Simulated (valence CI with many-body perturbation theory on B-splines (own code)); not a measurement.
# E1 transitions of Rb²²⁺

Computed by valence CI with perturbative core correlation (CI+MBPT): five valence electrons over a frozen Dirac-Fock core [Ne], a basis of 11 s, 11 p, 10 d, 8 f, 5 g, 2 h functions for each j, with the one-electron correlation potential Σ1, the two-electron term Σ2, the three-electron term Σ3, Breit, model QED; selected CI, second order for the rest, scaled by the run's own slope (own B-spline code, finite nucleus).

No measured levels were compared; by estimate levels of excited configurations hold to 0.05 to 0.15 % of their energy, terms of the ground configuration to about 0.5 %. Among the levels kept, up to 3400 cm⁻¹ of a level comes from second order outside the variational space, and about a tenth of that is noise between levels of different J, which matters for small intervals.

Lines 1 to 50 of 594 in falling wavelength, among levels below 2020700 cm⁻¹, chosen from the strongest by gf and those to the six lowest levels. Wavelengths and rates use the calculated energies, so an error of 400 cm⁻¹ moves a line at 27.76 nm by 0.11 % and its rate by three times that or more. Electric multipoles are in the length gauge, E1 and E2 with the static RPA response of the core. Weak lines are less certain than strong ones. Lines between different terms over intervals too small for the method are left out, as are lines whose strength nearly cancels. Where a level lies close to another of its J and parity, the split of strength between their lines is uncertain. The highest levels of a list are the least certain.

Names give the largest LS component (configuration and term), which can be under half, so a name can repeat, a term be missing and a line seem to break the LS rules; names also repeat where a configuration has a term twice. Letters in brackets count levels of one name in rising energy.

```tsv
λ vac (nm)	Upper	Lower	A (s⁻¹)	log gf	Branch %
27.76	3s3p⁴ ⁴P_3/2	3s²3p³ ²P°_3/2	1.48e+08	-2.16	1.9
25.06	3p⁴3d ⁴F_9/2	3s3p³3d ⁴D°_7/2 [e]	1.69e+09	-0.80	5.0
23.49	3s3p⁴ ⁴P_5/2	3s²3p³ ²D°_5/2	4.28e+08	-1.67	8.8
22.37	3p⁴3d ²G_7/2	3s3p³3d ²G°_7/2 [b]	2.14e+09	-0.89	5.6
22.31	3s3p⁴ ⁴P_1/2	3s²3p³ ²P°_1/2	7.00e+08	-1.98	8.1
22.14	3s3p³3d ⁴G°_11/2	3s²3p²3d ²G_9/2	1.30e+09	-0.94	12.7
21.86	3s3p⁴ ⁴P_5/2	3s²3p³ ²D°_3/2	9.57e+08	-1.39	19.7
21.46	3s3p⁴ ²D_5/2	3s²3p³ ²P°_3/2	1.49e+09	-1.21	17.3
21.13	3p⁵ ²P°_3/2	3s²3p²3d ²P_3/2 [a]	3.17e+09	-1.07	14.2
20.70	3s3p⁴ ⁴P_3/2	3s²3p³ ²D°_5/2	4.39e+08	-1.95	5.7
20.64	3p⁴3d ⁴F_9/2	3s3p³3d ²F°_7/2 [a]	1.32e+09	-1.07	3.9
20.51	3p⁴3d ⁴F_9/2	3s3p³3d ⁴F°_9/2 [b]	3.09e+09	-0.71	9.1
20.16	3p⁴3d ⁴F_9/2	3s3p³3d ⁴D°_7/2 [c]	1.38e+09	-1.08	4.1
20.04	3p⁴3d ²D_3/2	3s3p³3d ⁴P°_5/2 [b]	4.90e+09	-0.93	21.5
19.74	3s²3p²3d ⁴F_3/2	3s²3p³ ²P°_3/2	3.01e+08	-2.15	4.1
19.58	3s3p⁴ ²D_3/2	3s²3p³ ²P°_1/2	2.39e+08	-2.26	2.4
19.01	3s²3p²3d ²P_3/2 [a]	3s²3p³ ²P°_3/2	6.44e+08	-1.86	4.7
18.94	3s3p⁴ ⁴P_1/2	3s²3p³ ²D°_3/2	2.56e+08	-2.56	3.0
18.89	3s3p⁴ ²P_1/2	3s²3p³ ²P°_3/2	2.65e+08	-2.55	1.0
18.89	3p⁴3d ²G_7/2	3s3p³3d ⁴D°_7/2 [b]	1.96e+09	-1.08	5.2
18.76	3p⁵ ²P°_3/2	3s3p⁴ ²D_5/2	8.80e+09	-0.73	39.3
18.37	3s3p⁴ ⁴P_5/2	3s²3p³ ⁴S°_3/2	3.46e+09	-0.98	71.3
18.22	3s3p³3d ⁴F°_9/2 [a]	3s²3p²3d ⁴F_7/2	1.75e+09	-1.06	40.1
17.90	3s3p⁴ ²D_3/2	3s²3p³ ²D°_5/2	5.37e+08	-1.99	5.3
17.75	3p⁵ ²P°_3/2	3s3p⁴ ²D_3/2	4.50e+09	-1.07	20.1
17.57	3s3p³3d ⁴G°_11/2	3s²3p²3d ⁴F_9/2	8.95e+09	-0.30	87.3
17.54	3p⁴3d ²G_7/2	3s3p³3d ²G°_9/2 [a]	5.71e+09	-0.68	15.0
17.52	3s3p³3d ⁴G°_9/2	3s²3p²3d ²F_7/2 [a]	2.18e+09	-1.00	18.0
17.45	3p⁴3d ⁴F_9/2	3s3p³3d ⁴G°_11/2	1.04e+10	-0.32	30.8
17.35	3s3p³3d ²F°_7/2 [b]	3s²3p²3d ²D_5/2 [c]	2.93e+09	-0.98	4.4
17.20	3s3p³3d ⁴S°_3/2	3s²3p²3d ⁴P_5/2	5.02e+09	-1.05	4.1
17.20	3s²3p²3d ⁴F_3/2	3s²3p³ ²P°_1/2	6.88e+08	-1.91	9.4
17.16	3p⁴3d ²G_7/2	3s3p³3d ²D°_5/2 [a]	2.47e+09	-1.06	6.5
17.15	3s3p³3d ⁴G°_9/2	3s²3p²3d ⁴F_7/2	9.43e+09	-0.38	77.7
17.07	3p⁴3d ⁴D_7/2	3s3p³3d ⁴F°_9/2 [a]	1.36e+10	-0.32	41.9
17.03	3s3p³3d ²G°_9/2 [a]	3s²3p²3d ⁴F_9/2	1.95e+09	-1.07	23.7
17.03	3s²3p²3d ⁴D_1/2	3s²3p³ ²P°_3/2	5.24e+08	-2.34	4.8
17.03	3p⁴3d ²G_7/2	3s3p³3d ²G°_7/2 [a]	2.93e+09	-0.99	7.7
16.99	3s3p³3d ²F°_7/2 [c]	3s²3p²3d ²F_7/2 [c]	4.13e+09	-0.84	2.6
16.98	3s3p⁴ ²D_5/2	3s²3p³ ²D°_5/2	6.81e+09	-0.75	79.3
16.94	3s3p⁴ ²D_3/2	3s²3p³ ²D°_3/2	8.84e+09	-0.82	87.3
16.90	3p⁴3d ⁴D_5/2	3s3p³3d ⁴F°_7/2	1.21e+10	-0.51	46.9
16.89	3s3p³3d ⁴F°_9/2 [b]	3s²3p²3d ²G_7/2	2.77e+09	-0.93	12.2
16.88	3p⁴3d ⁴F_9/2	3s3p³3d ⁴G°_9/2	4.68e+09	-0.70	13.9
16.75	3s3p³3d ⁴D°_7/2 [d]	3s²3p²3d ⁴P_5/2	2.82e+09	-1.02	2.7
16.64	3s²3p²3d ²P_3/2 [a]	3s²3p³ ²P°_1/2	5.18e+08	-2.07	3.8
16.61	3s3p⁴ ⁴P_3/2	3s²3p³ ⁴S°_3/2	7.12e+09	-0.93	92.1
16.57	3s²3p²3d ⁴D_3/2	3s²3p³ ²P°_3/2	4.05e+08	-2.18	2.5
16.55	3s3p⁴ ²P_1/2	3s²3p³ ²P°_1/2	7.19e+09	-1.23	27.0
16.51	3p⁴3d ⁴D_3/2	3s3p³3d ⁴F°_5/2 [a]	9.18e+09	-0.82	41.7
```
